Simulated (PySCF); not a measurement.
A side-by-side comparison of computed properties.

First species: C2H4AlBr.
SMILES: `[Br][AlH][CH]=C`

Second species: InH2Cl.
SMILES: `[H][In]([H])[Cl]`

Levels: B3LYP/def2-SVPD for dipole moment, HOMO energy, LUMO energy, HOMO–LUMO gap and static isotropic polarisability; TDDFT B3LYP/def2-SVPD for lowest singlet excitation; TDA B3LYP/def2-SVPD for lowest triplet excitation (Tamm–Dancoff); ΔSCF B3LYP/def2-SVPD for vertical ionisation energy and vertical electron affinity; PBE0-D3(BJ)/def2-SVP for rotational constant A and rotational constant C. Geometries: PBE0-D3(BJ)/def2-SVP. Each species is one conformer at its optimised geometry, gas phase (atoms past krypton carry core potentials, spin–orbit coupling is left out). Electronic properties by PySCF.

The conformers computed, where there is a choice (atom-mapped SMILES and torsion angles):
- `[CH2:1]=[CH:2][AlH:3][Br:4]`: C1–C2–Al3–Br4 -176°

Question: Which has the higher static isotropic polarisability?

Answer: The first: 75.0 au against 53.1 au, a difference of 21.9 au.

Question: Which of the two has the higher dipole moment, and by how much?

Answer: The second: 2.99 D against 2.04 D, a difference of 0.95 D.

Question: Which has the higher LUMO energy?

Answer: The first: -1.95 eV against -2.35 eV, a difference of 0.40 eV.

Question: Which of the two has the higher vertical electron affinity, and by how much?

Answer: The second: 0.44 eV against 0.14 eV, a difference of 0.30 eV.

Question: Which of the two has the higher S1 energy, and by how much?

Answer: The first: 4.86 eV against 4.63 eV, a difference of 0.23 eV.

Question: Which of the two has the higher HOMO–LUMO gap, and by how much?

Answer: The first: 5.93 eV against 5.68 eV, a difference of 0.25 eV.

Question: Which has the higher rotational constant A?

Answer: The second: 100.525 GHz against 18.641 GHz, a difference of 81.884 GHz.

Question: Which has the higher vertical ionisation energy?

Answer: The second: 10.47 eV against 10.01 eV, a difference of 0.46 eV.

On the first: The polarisability is 11.12 Å³ as a volume (1 au = 0.148185 Å³), or 1.17 au for each of the 64 electrons. S1 lies 1.07 eV below the HOMO–LUMO gap; its leading configuration is HOMO→LUMO, weight 0.97. The calculation is non-relativistic and has no spin–orbit coupling, an omission that weighs most on bromine.

On the second: Point group C2v permits a dipole; with 2.99 D the species has a pure rotational spectrum. From the two ΔSCF values, the fundamental gap I − A is 10.03 eV and the Mulliken electronegativity (I + A)/2 is 5.46 eV. Atoms past krypton carry effective core potentials; spin–orbit coupling is left out.
